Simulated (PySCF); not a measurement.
## I (iodine, neutral) across methods

[Kr] 4d10 5s1 5p6, 2S determinant (an excited configuration). Computed with PySCF 2.14 in aug-cc-pVTZ-PP with ECP28MDF (6s5p4d2f, 55 functions), with a scalar-relativistic core potential. The B2PLYP total includes its PT2 part (frozen core); its orbital energies are those of the SCF part.

```csv
method,E (hartree),mean ε 5s α (eV),mean ε 5p α (eV),mean ε 5p β (eV),Σ⟨r²⟩ (bohr²),⟨S²⟩
BP86,-295.4326,-18.699,-8.006,-7.412,60.99,0.752
UHF,-294.19419,-26.612,-12.455,-9.574,62.65,0.783
PBE0,-295.2907,-20.787,-9.237,-8.141,61.14,0.755
B2PLYP,-295.0111,-22.908,-10.341,-8.684,61.78,0.761
M06,-295.3444,-20.255,-8.942,-7.810,61.46,0.755
wB97X,-295.3215,-23.618,-11.485,-10.163,61.27,0.755
PBE,-295.2849,-18.578,-7.914,-7.286,61.14,0.752
r2SCAN,-295.4046,-19.441,-8.356,-7.458,60.92,0.757
```

Problem. Estimate the same row for LDA.

Solution. E (hartree) = -294.8797; mean ε 5s α (eV) = -18.797; mean ε 5p α (eV) = -8.018; mean ε 5p β (eV) = -7.466; Σ⟨r²⟩ (bohr²) = 61.00; ⟨S²⟩ = 0.752.

Energies and moments cover only the electrons outside the core potential.
